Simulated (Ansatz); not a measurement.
A structure relaxed at PBE-D4/def2-SVPD in Ansatz, charge -1, doublet:

```xyz
6

W     0.195    0.324    0.065
W    -1.169   -1.239    0.928
S    -0.397    0.370    2.447
S    -0.661    1.785   -1.567
S     1.132    0.824   -2.195
S     0.899   -2.064    0.323
```

Question: Give its formula.

Answer: W2S4⁻.

Question: Summarise the bond lengths by kind (pairs closer than 1.2 times the sum of covalent radii, bridged metal pairs left out).

Answer: 6 × S–W 2.31 to 2.50 Å; 1 × S–S 2.13 Å.

In the def2 sets W takes a core potential; there is no spin–orbit coupling. The relaxation made no stability test and no search for a lower SCF solution. No other spin state of charge -1 was run. Another isomer (doublet) lies 2.16 eV lower at PBE0-D4/def2-TZVPD; other spin states weren't run for this one.
